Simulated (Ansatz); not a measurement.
Species: TiO (charge 0, triplet). The spin state was set by rule; other spins were not relaxed. SMILES: [Ti]=[O]
Geometry: optimised at B3LYP-D3(BJ)/def2-TZVP (Ansatz, a quantum-chemistry and plane-wave program).

Parts of the frozen-core correlation energy in def2-SVP (Ansatz, hartree). Frozen orbitals: 10; correlated occupied orbitals by spin: 6 and 4; virtual: 29 and 31. Open shells are spin-unrestricted. No spin-orbit coupling. Non-relativistic.

```csv
term,value
reference (HF),-923.09429
MP2 opposite-spin,?
MP2 same-spin,?
CCSD correlation,-0.27159
(T),?
CCSDT minus CCSD(T),-0.00115
T1 diagnostic,0.048
largest doubles amplitude,0.066
<S^2> of the reference,2.086
```

**Question.** Some entries are withheld; supply them.

**Answer.** 
- MP2 opposite-spin, value: -0.19195
- MP2 same-spin, value: -0.09217
- (T), value: -0.02134
